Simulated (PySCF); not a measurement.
PySCF job for H8NSi3, SMILES [SiH2]N([SiH3])[SiH3] (connectivity only; charge and spin as stated), charge +1, multiplicity 1, KT2/pcSseg-1. Geometry: PBE-D3(BJ)/def2-SVP. The multiplicity is an assumed one; no other spin state was optimised. The isomer is the one that the SMILES or the coordinates give; other isomers of the formula were not compared.

```python
import numpy as np
from pyscf import gto, scf, dft
from pyscf.prop.nmr import rks as nmr

mol = gto.M(
    atom='''
    Si    0.00000004    0.00000000   -1.78156969
    N     0.00000000   -0.00000001   -0.11358454
    Si    1.57137692    0.00000000    0.86692296
    Si   -1.57137696    0.00000000    0.86692290
    H     1.30293173   -0.00000001   -2.50241640
    H    -1.30293163   -0.00000000   -2.50241646
    H     1.53019043    1.24480436    1.69234012
    H     2.66773487   -0.00000000   -0.15065100
    H     1.53019043   -1.24480437    1.69234012
    H    -1.53019050   -1.24480436    1.69234005
    H    -2.66773486    0.00000000   -0.15065111
    H    -1.53019050    1.24480436    1.69234006
    ''',
    basis='pcSseg-1',
    charge=1,
    spin=0,
    max_memory=1600,
    verbose=3,
)
mf = dft.RKS(mol, xc='kt2')
mf.grids.level = 3
mf.conv_tol = 1e-10
mf.max_cycle = 100
mf.kernel()
n = nmr.NMR(mf)
n.verbose = 2
n.max_cycle_cphf = 60
sigma = n.kernel()
print('atom   isotropic/ppm   span/ppm')
for i, s in enumerate(sigma):
    w = np.linalg.eigvalsh((s + s.T) / 2)
    print(f'{mol.atom_symbol(i):2s}{i + 1:3d} {w.mean():14.3f} {w[2] - w[0]:11.3f}')
```

Program output:

```
converged SCF energy = -936.262238229247
atom   isotropic/ppm   span/ppm
Si  1        218.221     175.099
N   2         74.981     374.697
Si  3        375.038     121.116
Si  4        375.038     121.116
H   5         24.213       7.823
H   6         24.213       7.823
H   7         25.544       7.710
H   8         25.602       7.437
H   9         25.544       7.710
H  10         25.544       7.710
H  11         25.602       7.437
H  12         25.544       7.710
```

The run converged.
